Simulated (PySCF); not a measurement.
Bonding in `FC(F)(F)Cn1nccn1`

C₄H₄F₃N₃.
Atom-mapped SMILES: `[F:1][C:2]([F:3])([F:4])[CH2:5][n:6]1[n:7][cH:8][cH:9][n:10]1` (hydrogens: H11, H12 on C5; H13 on C8; H14 on C9)

Structure used (GFN2-xTB), in Å, numbered top down from 1:
```xyz
14
C4H4F3N3 angstrom
F     -3.2167   -0.0352    0.4837
C     -1.9020    0.2184    0.5563
F     -1.7571    1.5446    0.5107
F     -1.4939   -0.1802    1.7632
C     -1.1519   -0.4901   -0.5773
N      0.2508   -0.2259   -0.5091
N      0.8035    0.8093   -1.1007
C      2.0798    0.7356   -0.7709
C      2.2523   -0.3916    0.0435
N      1.0762   -0.9739    0.1883
H     -1.3236   -1.5649   -0.4744
H     -1.5456   -0.1166   -1.5264
H      2.7924    1.4548   -1.1146
H      3.1352   -0.7847    0.5006
```

Bond orders from the PBE0/pcSseg-1 density (PySCF). The structure is a single GFN2-xTB conformer in the gas phase; no vibrational or solvent corrections.

(1) Where do the orders between heavy atoms depart from those drawn in the SMILES?

(2) Give the Mayer order of every bond, beside its length.

Results:

(1) The largest departure is 0.289, at N6–N7 (drawn aromatic, 1.211) and N10–N6 (drawn aromatic, 1.211), counting aromatic bonds as 1.5. The bonds drawn aromatic range from 1.21 to 1.51.

(2) 
| bond | drawn as | length (Å) | Mayer order |
| --- | --- | --- | --- |
| F1–C2 | single | 1.341 | 1.000 |
| C2–F3 | single | 1.335 | 1.027 |
| C2–F4 | single | 1.335 | 1.027 |
| C2–C5 | single | 1.533 | 0.998 |
| C5–N6 | single | 1.429 | 0.895 |
| N6–N7 | aromatic | 1.314 | 1.211 |
| N7–C8 | aromatic | 1.320 | 1.511 |
| C8–C9 | aromatic | 1.401 | 1.313 |
| C9–N10 | aromatic | 1.320 | 1.511 |
| N10–N6 | aromatic | 1.314 | 1.211 |
| C5–H11 | single | 1.093 | 0.924 |
| C5–H12 | single | 1.093 | 0.924 |
| C8–H13 | single | 1.069 | 0.978 |
| C9–H14 | single | 1.069 | 0.978 |

By pair of heavy elements: C–F: lowest F1–C2 (1.000, 1.341 Å), highest C2–F3 and C2–F4 (1.027, 1.335 Å). C–C: lowest C2–C5 (0.998, 1.533 Å), highest C8–C9 (1.313, 1.401 Å). C–N: lowest C5–N6 (0.895, 1.429 Å), highest N7–C8 and C9–N10 (1.511, 1.320 Å). N–N: all 2 within 0.02 of one another (1.211 to 1.211). Bonds named together lie within 0.004.

Question: Sum the orders of all bonds at each heavy atom with more than one neighbour and set the sums beside the valence in the SMILES.

Answer: C2 4.052 (drawn 4), C5 3.741 (drawn 4), N6 3.317 (drawn 3), N7 2.722 (drawn 3), C8 3.802 (drawn 4), C9 3.802 (drawn 4), N10 2.722 (drawn 3). Orders between atoms that aren't bonded are not in these sums.

Mayer orders depend on the basis set.

The run behind these numbers computed NMR shieldings as well. On an Arm Neoverse V1 with one thread (shared host), this took 31 s of wall time and 0.83 GiB of memory at its peak.
